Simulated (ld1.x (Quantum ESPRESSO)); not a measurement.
## Ranking TM potentials for palladium

All share these settings but for the change named:

palladium, norm-conserving Troullier–Martins (Kleinman–Bylander form), made with ld1.x (Quantum ESPRESSO) 7.5 (PW91, non-relativistic). Core [Ar] 3d10 4s2, reference 4p6 4d10 5s0 5p0. Waves: 4p (bound): rc 1.05 bohr; 4d (bound): rc 1.60 bohr; 5s (bound, empty): rc 2.25 bohr. Local part: the s channel. Core correction: Bessel-smoothed model core, default radius (core density twice the valence density).

Test errors are all-electron minus pseudo excitation energies from the reference, over 4p6 4d9 5s0 5p0; 4p6 4d8 5s0 5p0; 4p6 4d7 5s0 5p0; 4p5 4d10 5s0 5p0; 4p6 4d9.5 5s0 5p0; 4p6 4d9 5s1 5p0; 4p6 4d8 5s1 5p0. None of these files shows a bound ghost.

The base gives 949.9 meV.

Of 8 variants that were run, those that failed, showed a ghost or another fault, or gave nearly equal values are left out.

A variant can come out equal or close to the base, since the largest error may sit in a test that the change hardly touches while other tests move.

Question: Rank these variants by their largest absolute test error, smallest first.
A. all radii but the core radius scaled by about 0.82 (s 1.84, p 0.86, d 1.32 bohr)
B. all radii but the core radius scaled by about 0.74 (s 1.66, p 0.78, d 1.18 bohr)
C. all radii but the core radius scaled by about 1.16 (s 2.60, p 1.22, d 1.86 bohr)

Answer: B (646.8 meV), A (794.4 meV), C (926.0 meV).
